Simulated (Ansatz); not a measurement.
Input file for Ansatz (a quantum-chemistry and plane-wave program): R-wB97M-V/def2-TZVPP on H2SSn (SMILES [SH][SnH]), atoms moved off the minimum. Elements past Kr take the def2 small-core potentials; no spin–orbit coupling.

Ansatz 0.2 input:
```yaml
crystal:
  periodic: [false, false, false]
  atoms:
    - {symbol: Sn, position_ang: [0.13415374, -0.32358687, 0.33866697]}
    - {symbol: H, position_ang: [0.47101916, -1.65539919, -1.15716995]}
    - {symbol: S, position_ang: [-0.33750188, 1.36734432, -1.06348906]}
    - {symbol: H, position_ang: [-0.61425290, 2.35327069, -0.19834808]}
basis:
  gaussian:
    orbitals: def2-TZVPP
hamiltonian:
  xc: {name: wB97M-V}
scf: {lower_state_search: off}
output: {forces: true}
```

The log:

```
WARN ansatz: RAYON_NUM_THREADS=1 ignored (pool sized by the plan → 1); use --threads N
Functional definition: wB97M-V
these checks for a lower state are left out or cut short: stability, starts, cluster_reference, orbital_swaps, neighbouring_geometries, increment
integrals: 0.06 GiB planned
841 factors; their error is unknown
integrals: 0.09 GiB planned
169 factors; integrals over basis functions are off by at most 5.9e-5 eV
mean field: 0.51 GiB planned
mean field evaluation 1: about -16696.8620 eV, gradient 1.5e1 eV
mean field evaluation 2: about -16697.3529 eV, gradient 1.3e1 eV
mean field evaluation 4: about -16697.7082 eV, gradient 4.1e-1 eV
mean field evaluation 8: about -16697.7606 eV, gradient 2.2e-1 eV
mean field evaluation 16: about -16697.7607 eV, gradient 4.8e-4 eV
mean field -16697.76070721 eV, -613.6313878411 hartree, gradient 3.3e-6 eV, S^2 0.000000; 0 other end points of the search recorded, 0 dependent functions left out
the calculation of the forces begins
reference -16697.76075225 eV, -613.6313894965 hartree; 20, 20 occupied and 100, 100 virtual orbitals, 841 factors
Total energy: -16697.76075225 eV, -613.6313894965 hartree
Atom 0 at     0.134154    -0.323587     0.338667 Å, force     0.817429    -3.064610     0.581997 eV/Å
Atom 1 at     0.471019    -1.655399    -1.157170 Å, force    -0.339124     1.363837     1.245044 eV/Å
Atom 2 at    -0.337502     1.367344    -1.063489 Å, force    -0.538905     1.864688    -2.010554 eV/Å
Atom 3 at    -0.614253     2.353271    -0.198348 Å, force     0.060600    -0.163915     0.183513 eV/Å
Dipole moment:    -0.048391     0.191029     0.372747 e Å
Checks for a lower state left out: stability, starts, cluster_reference, orbital_swaps, neighbouring_geometries, increment
```

Self-consistency was reached.

Cost: about 10 core-seconds (a rough figure).
